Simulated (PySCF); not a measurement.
Compound: naphthalene, C10H8.
Bonds: C1–C2 (aromatic), C2–C3 (aromatic), C3–C4 (aromatic), C4–C5 (aromatic), C5–C6 (aromatic), C6–C7 (aromatic), C7–C8 (aromatic), C8–C9 (aromatic), C9–C10 (aromatic), C1–C10 (aromatic), C4–C9 (aromatic). Hydrogens: H11 on C1; H12 on C2; H13 on C3; H14 on C5; H15 on C6; H16 on C7; H17 on C8; H18 on C10.

NICS is the negative of the GIAO shielding at a point without a nucleus: at the ring centre (0) and 1 Å above and below it (1); zz is the component along the ring normal. Level: GIAO PBE0/pcSseg-1 (PySCF, non-relativistic, gas phase) on the GFN2-xTB geometry, one conformer.

Ring bond lengths (Å), with Mayer bond orders in brackets: C1–C2 1.404 (1.31), C2–C3 1.367 (1.55), C3–C4 1.411 (1.27), C4–C9 1.420 (1.26), C9–C10 1.411 (1.27), C10–C1 1.366 (1.55); C4–C5 1.411 (1.27), C5–C6 1.366 (1.55), C6–C7 1.404 (1.31), C7–C8 1.366 (1.55), C8–C9 1.411 (1.27), C9–C4 1.420 (1.26).

Task: Give the NICS values of each ring in ppm.

Result: 
```
              ring                                              type  NICS(0)  NICS(1), two faces  NICS(1)zz, two faces  rms pucker (Å)  centre to ring atoms, mean (Å)
C1–C2–C3–C4–C9–C10  6-membered carbocycle; formal bonds all aromatic     -8.9       -11.9 / -11.9         -29.7 / -29.7            0.00                            1.40
 C4–C5–C6–C7–C8–C9  6-membered carbocycle; formal bonds all aromatic     -8.9       -11.9 / -11.9         -29.7 / -29.7            0.00                            1.40
```

Task: What can be read from them?

Result: 
- C1–C2–C3–C4–C9–C10: mean NICS(1)zz -29.7 ppm, shielded, aromatic by this magnetic criterion (flat ring, no four-coordinate atom), though in fused rings the probe also feels the neighbouring ring.
- C4–C5–C6–C7–C8–C9: mean NICS(1)zz -29.7 ppm, shielded. The ring is flat and has no four-coordinate atom; by the NICS criterion it is aromatic, though in fused rings the probe also feels the neighbouring ring.

Task: What does the geometric index give? HOMA = 1 − mean of α(R − Ropt)² over the ring bonds, with Krygowski's 1993 parameters (CC: Ropt 1.388 Å, α 257.7 Å⁻²).

Result: 
- C1–C2–C3–C4–C9–C10: HOMA 0.86 = 1 − EN − GEO, with mean bond length 1.396 Å, EN = α(Ropt − mean)² = 0.018 and GEO = α × variance = 0.121. The geometric and the magnetic index point the same way.
- C4–C5–C6–C7–C8–C9: HOMA 0.86 = 1 − EN − GEO, with mean bond length 1.396 Å, EN = α(Ropt − mean)² = 0.018 and GEO = α × variance = 0.121. The geometric and the magnetic index point the same way.

Task: What are the shieldings of the ring atoms and their hydrogens in the same run (means over atoms taken as equivalent)?

Result: 
| atoms | environment | σ isotropic (ppm) | principal values of the symmetric part, first atom (ppm) |
| --- | --- | --- | --- |
| C1 (×4) | aromatic CH carbon | 55.4 | -53.8, 42.9, 177.1 |
| C3 (×4) | aromatic CH carbon | 52.9 | -48.6, 44.6, 162.8 |
| C4 (×2) | ring-fusion aromatic carbon | 49.7 | -23.0, -22.5, 194.7 |
| H11 (×4) | aromatic hydrogen | 23.86 | 19.6, 24.9, 27.1 |
| H13 (×4) | aromatic hydrogen | 23.54 | 18.7, 24.0, 28.0 |
